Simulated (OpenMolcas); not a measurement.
**Mo3+: terms and fine structure**

| Item | Value |
| --- | --- |
| Program | OpenMolcas |
| Method | MS-RASPT2, IPEA 0.25 Eh, imaginary shift 0.1 Eh (closed shells correlated: 4s) |
| Basis | ANO-RCC-VTZP [7s6p4d2f1g] |
| Scalar Hamiltonian | DKH2, point nucleus |
| Active space | 9 electrons in 8 orbitals (RAS1 4p, at most 2 holes; RAS2 4d) |
| State averaging | 2S+1 = 4 even, 10 roots; 2S+1 = 2 even, 40 roots |
| Spin-orbit coupling | RASSI with atomic mean-field integrals over the reference wave functions, term energies averaged over their components |

Spin-free terms above the lowest, with the occupations of the reference:

```json
{"Configuration": "4d3", "Term": "4F", "E (cm-1)": "0.0", "Occupations": "4p 5.98 4d 3.02"}
{"Configuration": "4d3", "Term": "4P", "E (cm-1)": "9840", "Occupations": "4p 5.97 4d 3.03"}
{"Configuration": "4d3", "Term": "2G", "E (cm-1)": "10930", "Occupations": "4p 5.98 4d 3.02"}
{"Configuration": "4d3", "Term": "2P", "E (cm-1)": "12970", "Occupations": "4p 5.97 4d 3.03"}
{"Configuration": "4d3", "Term": "2H", "E (cm-1)": "14740", "Occupations": "4p 5.98 4d 3.02"}
{"Configuration": "4d3", "Term": "2D(1)", "E (cm-1)": "15290", "Occupations": "4p 5.97 4d 3.03"}
{"Configuration": "4d3", "Term": "2F", "E (cm-1)": "24040", "Occupations": "4p 5.97 4d 3.02"}
{"Configuration": "4d3", "Term": "2D(2)", "E (cm-1)": "38430", "Occupations": "4p 5.97 4d 3.03"}
```

With spin-orbit coupling, above the lowest level:

```
Configuration   Term     J  E (cm-1)  Measured (cm-1)      g  Term weight %    Second
          4d3     4F   3/2       0.0              0.0  0.403             99          
          4d3     4F   5/2       798              778  1.029            100          
          4d3     4F   7/2      1802             1760  1.237            100          
          4d3     4F   9/2      2940             2865  1.330             98          
          4d3     4P   3/2     10670            10331  1.652             82     15 2P
          4d3     4P   1/2     10700            10338  2.518             92      8 2P
          4d3     4P   5/2     12020            11612  1.597             99          
          4d3     2G   7/2     12170            11580  0.891             99          
          4d3     2G   9/2     12900            12311  1.085             84     15 2H
          4d3     2P   1/2     14580            14348  0.818             92      8 4P
          4d3     2P   3/2     14650                   1.219             51  33 2D(1)
          4d3     2H   9/2     16660            15995  0.939             85     15 2G
          4d3     2H  11/2     17010            16357  1.091            100          
          4d3  2D(1)   3/2     17730            17107  0.992             64     34 2P
          4d3  2D(1)   5/2     17750            16809  1.203             98          
          4d3     2F   7/2     25740            24787  1.142            100          
          4d3     2F   5/2     26080            25100  0.860             99          
          4d3  2D(2)   5/2     40250            38922  1.198             99          
          4d3  2D(2)   3/2     40640            39231  0.800            100
```

Against the 17 measured excited levels shown (Sugar and Musgrove, J. Phys. Chem. Ref. Data 17, 155 (1988)) the mean absolute deviation is 600 cm-1; the largest miss in energy is 4d3 2D 3/2(2): computed 40640, measured 39231 cm-1 (+3.6 %), and the largest in proportion 4d3 2D 5/2(1) (+5.6 %).

Spin-orbit coupling puts the lowest level 1857 cm-1 below the lowest spin-free term.

A least-squares Racah fit to the terms below 60000 cm-1, each weighted by 2L + 1 and with a free common offset, gives B = 660 cm-1 and C = 2763 cm-1 (C/B = 4.19), with an rms deviation of 410 cm-1.

For 4F the intervals divided by the larger J are 319.0, 287.0, 252.9 cm-1. Landé's interval rule makes them equal in pure LS coupling; they differ by 23 % of their mean. The multiplet is regular.

Term energies are means over components that CASPT2 splits; among the terms shown or strongly mixed into the levels shown the widest spread is 1500 cm-1 (4d3 4F). Active for correlation alone: 4p; no level in the range computed is led by a configuration that opens it, so any true level of that kind is missing. The CASPT2 spread within a term exceeds the gap to the next term for 4d3 2H and 4d3 2D(1), so the order of their levels is uncertain. Computed and measured levels are paired by configuration, term and J; levels that our copy of the source lacks, or whose pairing is in doubt (as where it misses far off the trend of its configuration), stay unpaired and out of the deviations. Only configurations of the active space appear. The first state left out of the spin-orbit step lies near 610000 cm-1 above the lowest spin-free state of the reference (among the parities and spins computed), and the list stops at four fifths of that energy or lower.

The term weight is that of the spin-free term in the level, not the purity of its configuration. A number in round brackets counts repeated terms of one configuration in the order of the reference energies.
